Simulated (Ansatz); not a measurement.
A nudged elastic band was laid between two geometries of C$_{2}$H$_{8}$BN (12 atoms, charge 0, multiplicity 1).

Theory: RKS PBE0-D4/def2-SVP in Ansatz.

* movable images: 7
* climbing image: yes
* spring: 5.0 eV/Å²
* optimiser: fire
* start path: through a guess of the saddle point
* force threshold: 0.05 eV/Å
* iteration limit: 60
* end points: relaxed
* largest step: 0.02 Å

Initial state:

```xyz
12
Properties=species:S:1:pos:R:3
C -0.722 1.138 -0.631
B -0.040 -0.178 -0.074
C 1.015 -0.099 1.104
N -0.373 -1.421 -0.627
H -1.427 0.969 -1.461
H -1.270 1.656 0.175
H 0.044 1.853 -0.979
H 0.573 0.394 1.986
H 1.411 -1.075 1.425
H 1.872 0.531 0.808
H -1.037 -1.530 -1.382
H 0.030 -2.293 -0.310
```

Final state:

```xyz
12
Properties=species:S:1:pos:R:3
C -0.724 1.138 -0.629
B -0.041 -0.179 -0.075
C 1.015 -0.099 1.103
N -0.370 -1.421 -0.630
H -1.427 0.972 -1.461
H -1.274 1.653 0.177
H 0.041 1.855 -0.973
H 0.579 0.408 1.981
H 1.401 -1.076 1.436
H 1.878 0.518 0.801
H 0.034 -2.292 -0.312
H -1.033 -1.533 -1.386
```

Question: What changes between the two ends?

Answer: No bond is made or broken. The dihedral C1–B2–N4–H11 goes from 0 to -180°. The two ends are copies of one structure, up to a mirror image or an exchange of like atoms.

Question: Give the energies along the band, and the barrier.

Answer: The forces met the threshold. The highest image is number 3 of 0 to 8, 27.7 kcal/mol above the ends, which have the same energy within 2 meV. The order of the stationary point at the top wasn't checked.

| image | path coordinate (Å) | energy (kcal/mol) | dihedral C1–B2–N4–H11 (°) |
| --- | --- | --- | --- |
| 0 | 0.00 | 0.0 | 0 |
| 1 | 0.63 | 6.1 | 17 |
| 2 | 1.27 | 20.4 | 28 |
| 3 | 1.92 | 27.7 | 54 |
| 4 | 2.33 | 24.8 | 78 |
| 5 | 2.73 | 17.2 | 105 |
| 6 | 3.12 | 8.2 | 133 |
| 7 | 3.51 | 1.9 | 160 |
| 8 | 3.90 | 0.0 | -180 |

Question: What is the geometry of the highest image?

Answer: 
```xyz
12
Properties=species:S:1:pos:R:3:forces:R:3
C -0.748 1.039 -0.584 0.01 -0.02 0.00
B -0.004 -0.239 -0.015 0.01 -0.01 -0.01
C 1.056 -0.058 1.137 0.00 -0.01 0.00
N -0.222 -1.604 -0.547 -0.02 0.00 -0.03
H -1.495 0.839 -1.367 0.00 -0.02 0.00
H -1.236 1.612 0.224 0.02 -0.02 0.01
H 0.004 1.732 -1.004 -0.01 -0.01 0.00
H 0.648 0.493 2.002 -0.01 0.02 -0.02
H 1.469 -1.017 1.477 0.01 0.01 0.04
H 1.889 0.566 0.764 0.00 0.00 0.01
H -0.064 -1.590 -1.559 -0.01 0.02 -0.03
H -1.220 -1.828 -0.494 -0.01 0.03 0.02
```

Time of the run: 9.1 min on 2 threads of Arm Neoverse V1, on a shared host, peak memory 0.2 GiB.
